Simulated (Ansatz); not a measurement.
The pair A = HBr (SMILES Br) (first 2 atoms), B = CH6Si (SMILES C[SiH3]); geometry from B3LYP-D3(BJ)/def2-TZVP.
(charge 0, multiplicity 1):
```xyz
10

Br    -1.429     0.061    -0.171
H     -0.303    -0.166     0.681
C     -0.971     0.463     3.747
Si     0.796    -0.098     3.485
H     -1.154     0.674     4.802
H     -1.676    -0.305     3.426
H     -1.181     1.370     3.177
H      1.762     0.949     3.896
H      1.038    -0.384     2.043
H      1.085    -1.342     4.237
```

Correlated levels freeze the cores. Filled d and f shells under p-block atoms count as core. MP2 and its Hartree–Fock in def2-QZVPPD, def2-TZVPPD are density fitted.

Programs: Ansatz (Gaussian basis) for Hartree–Fock, density functionals and correlated methods. Each number belongs to the level named beside it.

The counterpoise-corrected interaction energy is E(AB) − E(A in the pair's basis) − E(B in the pair's basis). Total energies (hartree):

```tsv
level	AB	A in the pair's basis	B in the pair's basis
HF/def2-TZVPPD	-2903.3219309	-2573.0022061	-330.3216406
MP2/def2-TZVPPD	-2903.8214602	-2573.1779461	-330.6410088
HF/def2-QZVPPD	-2903.3820663	-2573.0512554	-330.3327305
MP2/def2-QZVPPD	-2903.9190188	-2573.2444030	-330.6717933
MP2/def2-SVPD	-2903.2759027	-2572.8275258	-330.4465122
CCSD(T)/def2-SVPD	-2903.3461855	-2572.8472005	-330.4975271
```

Q: Work out the counterpoise-corrected interaction energy at the basis-set limit: extrapolate the MP2 correlation part as X⁻³, take Hartree–Fock from the larger set, and add the CCSD(T) − MP2 difference of def2-SVPD.

A: 
1. Differences (1 hartree = 627.509 kcal/mol): HF/def2-TZVPPD 1.202; MP2/def2-TZVPPD -1.572; HF/def2-QZVPPD 1.205; MP2/def2-QZVPPD -1.771; MP2/def2-SVPD -1.170; CCSD(T)/def2-SVPD -0.915.
2. Correlation parts, MP2 less HF: -2.774 in def2-TZVPPD (X = 3), -2.976 in def2-QZVPPD (X = 4).
3. Limit (4³·(-2.976) − 3³·(-2.774))/(4³ − 3³) = -3.123; with HF/def2-QZVPPD it gives -1.918.
4. CCSD(T) less MP2 in def2-SVPD: 0.255.
Result: -1.66 kcal/mol, against -1.57 at MP2/def2-TZVPPD. It is an estimate of this method's limit, not of the exact value.

Ansatz is a first-principles code.
